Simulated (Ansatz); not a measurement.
Cost and result for the atomization energy of `O[SiH]([SiH3])[GeH3]` (12 atoms, 11 bonds).

Z-matrix (Å, degrees):
```
Si
Si 1 2.338
Ge 1 2.389 2 110.7
O 1 1.658 2 107.0 3 122.2
H 1 1.495 2 109.5 3 -117.5
H 2 1.489 1 108.1 3 58.6
H 2 1.487 1 110.4 3 -60.2
H 2 1.487 1 111.6 3 178.3
H 3 1.542 1 110.8 2 173.4
H 3 1.539 1 110.4 2 -67.2
H 3 1.539 1 111.6 2 53.3
H 4 0.959 1 117.4 2 179.9
```

Total charge 0; spin multiplicity 1. Correlated methods include outer-core shells of Ge, which these sets cover unevenly. Scalar relativity is left out up to krypton. The structure was optimised at the PBE0-D4/def2-TZVP level. It is one conformer, not always the lowest. Program: Ansatz. All runs use 4 threads of an Arm Neoverse V1 on a shared host. Times are those of one run each, without the atoms' runs, and a repeat can differ threefold. Electronic energies, without spin–orbit coupling; frozen cores. CCSD(T)/CBS adds CCSD(T) − MP2 in def2-TZVPP to the MP2 limit, and its time is that of the two runs behind it. T1 = 0.013. With those shells the extrapolation isn't a true limit. B3LYP takes the VWN-RPA correlation (the form of Gaussian; ORCA's B3LYP/G).

CCSD(T)/CBS is a level of theory with its own doubt, some kJ/mol a heavy atom from the limit and from the frozen cores, so smaller differences don't rank the functionals.

```
                             level  functions  wall time  atomization (kcal/mol)  difference from CCSD(T)/CBS  per bond
   PBE-D4/def2-TZVPP (with forces)        275      3.1 s                   850.1                        -12.3      -1.1
                PBE0-D4/def2-TZVPP        275      4.4 s                   844.8                        -17.6      -1.6
r2SCAN-D4/def2-TZVPP (with forces)        275        6 s                   858.4                         -4.0      -0.4
 B3LYP-D4/def2-TZVPP (with forces)        275      6.5 s                   854.5                         -7.9      -0.7
                 B2PLYP/def2-TZVPP        275      7.5 s                   843.7                        -18.7      -1.7
                ωB97X-V/def2-TZVPP        275       10 s                   865.4                          3.0       0.3
  ωB97M-V/def2-TZVPP (with forces)        275       15 s                   855.1                         -7.3      -0.7
                    MP2/def2-QZVPP        526       32 s                   848.5                        -13.9      -1.3
                CCSD(T)/def2-TZVPP        275    4.6 min                   841.0                        -21.4      -2.0
                 CCSD(T)/CBS(def2)          –    5.1 min                   862.4                          0.0       0.0
```

In def2-TZVPP, CCSD(T) changes the Hartree–Fock value by +207.5 kcal/mol (the triples alone add +8.9 kcal/mol) and MP2 by +202.3 kcal/mol; breaking electron pairs costs correlation energy, which Hartree–Fock lacks. The D4 term adds +10.4 kcal/mol with B3LYP and +5.5 kcal/mol with PBE0; it sums over pairs of atoms, weighted by their polarisabilities, and B3LYP, whose exchange is more repulsive, gets the larger term. From PBE to PBE0 (25 % exact exchange), in def2-TZVPP and without D4, the atomization energy moves by −4.5 kcal/mol: exact exchange takes away binding that semilocal exchange gives to molecules.
